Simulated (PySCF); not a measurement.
**Correlation energy of Re (rhenium, neutral)**

[Xe] 4f14 5d5 6s2, high-spin 6S determinant. Computed with PySCF 2.14 in x2c-TZVPPall with one added diffuse shell each of s, p, d, f type (12s8p8d4f1g, 113 functions), with the spin-free X2C one-electron Hamiltonian (Gaussian nucleus). Frozen: [Xe] 4f14; 7 electrons correlated.

MP2 pair energies summed by pair of shells (mhartree):

```
 pair  energy  share (%)
5d-6s  -52.27       44.0
5d-5d  -48.79       41.1
6s-6s  -17.72       14.9
```

Total MP2 correlation energy: -118.78 mhartree.

Same-spin part -68.50 and opposite-spin part -50.28 mhartree; SCS-MP2 scales them by 1/3 and 6/5 to -83.17 mhartree.
